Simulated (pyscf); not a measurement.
Optimised with ωB97X-D3(BJ)/def2-SVP in PySCF.

Question: What is the homolytic dissociation enthalpy (298 K, ωB97M-D3(BJ)/def2-TZVP) of the O–Si bond of H₃C–N(CH₃)–SiH₂–O–SiH₃, to H₃C–N(CH₃)–SiH₂• + •O–SiH₃?

Answer: O–Si to H₃C–N(CH₃)–SiH₂• + •O–SiH₃: 131.1 kcal/mol. The 7 functionals that were run give +119.5 (PBE) to +133.0 kcal/mol (M06-2X). •O–SiH₃ lies 24.9 kcal/mol over its isomer HO–SiH₂•, and others may lie lower still (electronic energy, ωB97M-D3(BJ)). Other isomers of H₃C–N(CH₃)–SiH₂• were not searched in full and may lie lower.
